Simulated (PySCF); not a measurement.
## HScO: from structure and modes to constants

Level of theory: PBE0/[Sc def2-TZVP, O def2-TZVP, H def2-TZVP], no relativity, density fitting, PySCF.

The singlet minimum has Cs symmetry. Masses (u): Sc 44.95591, O 15.99492, H 1.00782.

```xyz
3
charge 0 multiplicity 1, angstrom
Sc   -0.0019   -0.4133    0.0000
O     0.1089    1.2426    0.0000
H    -1.6985   -1.2295    0.0000
```

Harmonic wavenumbers (cm⁻¹): 395.1 (a', ×1), 1006.7 (a', ×1), 1451.0 (a', ×1).

Task: Find the principal moments of inertia and the rotational constants. What kind of rotor is it?

Result: About the centre of mass I = 2.5074, 34.491, 36.998 u Å². With B = 16.8576/I this gives 6.723, 0.4888, 0.4556 cm⁻¹. The molecule is an asymmetric top with κ = -0.99.

Task: What is the harmonic zero-point energy?

Result: Half the sum of all 3 wavenumbers, 2853/2 = 1426 cm⁻¹, which is 17.1 kJ/mol (1 cm⁻¹ = 0.0119627 kJ/mol).

Task: Find the vibrational entropy and heat capacity at 298.15 K.

Result: With u = 1.43878 ω/T, each mode gives S = R[u/(eᵘ−1) − ln(1−e⁻ᵘ)] and C = R u² eᵘ/(eᵘ−1)².
| ω (cm⁻¹) | u | S (J/(mol K)) | C (J/(mol K)) |
| --- | --- | --- | --- |
| 395.1 | 1.907 | 4.10 | 6.19 |
| 1006.7 | 4.858 | 0.38 | 1.55 |
| 1451.0 | 7.002 | 0.06 | 0.37 |
The sums over all modes are S = 4.5 and C = 8.1 J/(mol K); the softest mode gives 90 % of the entropy.

Task: Give the standard entropy (298.15 K, 1 bar) by its translational, rotational, vibrational and spin parts, and Cp.

Result: Sackur–Tetrode with M = 61.96 u gives 160.3; rotation with symmetry number 1 gives 82.1; vibration 4.5; spin R ln 1 = 0.0. The total is 246.9 J/(mol K), and Cp = 4 R + 8.1 = 41.4 J/(mol K).

Stability towards spin polarisation was not tested. Other isomers or separated fragments may lie lower.
